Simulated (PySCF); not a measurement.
**Dipole response of Sc²⁺ (scandium, charge +2)**

[Ar] 3d1, 2D determinant. All numbers are calculated (PySCF 2.14, scalar relativity by spin-free X2C-1e, in dyall-av2z (16s12p7d2f, 101 functions)). Coupled (time-dependent) response in atomic units; α is the mean over directions. A double-zeta set is small for polarisabilities.

```tsv
method	mean α (bohr³)	α xx, yy, zz	C₆ (like pair)	S(−4)
UHF	4.390	5.078, 5.078, 3.012	12.98	17.28
PBE	5.102	6.054, 6.054, 3.199	14.61	33.83
```

S(−4) is the Cauchy moment in α(ω) = α(0) + S(−4) ω² + …

α(iu) at UHF:

| u (hartree) | α(iu) (bohr³) |
| --- | --- |
| 0 | 4.390 |
| 0.0500 | 4.348 |
| 0.100 | 4.233 |
| 0.200 | 3.897 |
| 0.300 | 3.554 |
| 0.500 | 2.998 |
| 0.750 | 2.473 |
| 1.00 | 2.054 |
| 1.50 | 1.438 |
| 2.00 | 1.036 |
| 3.00 | 0.5963 |
| 5.00 | 0.2704 |

For an ion, C₆ is the dispersion term alone; charge-induced terms of lower order in 1/R come first.

The components differ because the open shell of this determinant is not spherical; for a pure term their mean is the scalar polarisability.
